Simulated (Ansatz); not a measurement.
Consider the substitution at a C–O bond: `OCCC[SiH3]` + H–F → `FCCC[SiH3]` + H₂O.

Calculated with Ansatz (gas phase, PBE0-D4/def2-TZVP geometries, no zero-point term in ΔE). CBS: MP2 limit from def2 TZ/QZ plus the TZ coupled-cluster correction, frozen cores. This one scheme is used for every species. DFT in def2-TZVPP. Each species was taken in one conformer, which may not be the lowest.

```json
{"species": "`OCCC[SiH3]`", "ωB97X-V energy (Eh)": "-485.02799"}
{"species": "H–F", "ωB97X-V energy (Eh)": "-100.45411"}
{"species": "`FCCC[SiH3]`", "ωB97X-V energy (Eh)": "-509.05223"}
{"species": "H₂O", "ωB97X-V energy (Eh)": "-76.43446"}
```

Question: Work out ΔE.

Answer: ΔE = (-509.05223) + (-76.43446) − (-485.02799) − (-100.45411) = -0.00459 Eh = -2.9 kcal/mol. CCSD(T)/CBS gives -1.7 kcal/mol.

Largest T1 diagnostic among the species: 0.010.

In def2-TZVPP, CCSD(T) changes the Hartree–Fock value by +3.3 kcal/mol (the triples alone add +0.4 kcal/mol) and MP2 by +4.3 kcal/mol. The D4 term adds +1.5 kcal/mol with B3LYP and +0.8 kcal/mol with PBE0; it sums over pairs of atoms, weighted by their polarisabilities, and B3LYP, whose exchange is more repulsive, gets the larger term.

B3LYP here is the variant with VWN-RPA as its local correlation; programs differ in this.
